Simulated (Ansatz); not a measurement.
A search over several starts for the lowest SCF solution of GeTe2⁻ at the given spin, in a small basis.

```yaml
crystal:
  periodic: [false, false, false]
  atoms:
    - {symbol: Ge, position_ang: [-0.617050, 0.112628, -0.918065]}
    - {symbol: Te, position_ang: [-0.141268, 1.763469, 0.984600]}
    - {symbol: Te, position_ang: [0.758318, -1.876098, -0.066536]}
basis:
  gaussian: {orbitals: def2-SVP, initial_orbitals: start.molden}
total_charge: -1
magnetization: {spin_polarized: true, initial_magnetization: 3}
hamiltonian: {xc: pbe0, dispersion: d4}
output: {orbitals: {seedname: orbitals}}
```

The file start.molden holds the orbitals of an earlier run on this structure, at another level or in another basis.

```sh
$ ansatz run in.yaml --threads 4 --pin off --events-out ev --progress --plain --max-ram 3916MiB
```

Shortened log:

```
Functional definition: PBE0
982 factors; integrals over basis functions are off by at most 2.8e-4 eV
mean field evaluation 1: about -71092.4834 eV, gradient 3.4e1 eV
mean field evaluation 2: about -71092.8628 eV, gradient 5.1e-1 eV
mean field evaluation 4: about -71092.8820 eV, gradient 5.1e-3 eV
mean field evaluation 8: about -71092.8820 eV, gradient 3.7e-5 eV
mean field evaluation 16: about -71092.8811 eV, gradient 1.9e-1 eV
mean field evaluation 32: about -71092.0894 eV, gradient 5.0e0 eV
mean field evaluation 64: about -71092.7629 eV, gradient 1.3e0 eV
mean field -71092.88203490 eV, -2612.6152262963 hartree, gradient 5.8e-6 eV, S^2 3.758177; 9 other end points of the search recorded, 0 dependent functions left out
reference -71092.88205668 eV, -2612.6152270967 hartree; 42, 39 occupied and 42, 45 virtual orbitals, 982 factors
Total energy: -71093.02276797 eV, -2612.6203981412 hartree
```

Run time 11 s (4 threads of Arm Neoverse N1 on a shared host).

Other converged states that the search met: 0.52 eV higher (⟨S²⟩ = 3.76).

In the def2 sets Te takes a core potential; there is no spin–orbit coupling. The highest occupied level of the charge -1 quartet lies above zero (up to 0.48 eV). It is a level of α spin, whose loss leaves a triplet; that state wasn't run at this geometry and level. The electron is either unbound and held by the finite basis, or the level is raised by self-interaction error. At PBE0-D4/def2-TZVPD a doublet of charge -1 lies 1.70 eV below the quartet, each at its own geometry. The structure comes from a short search, and lower isomers may exist.
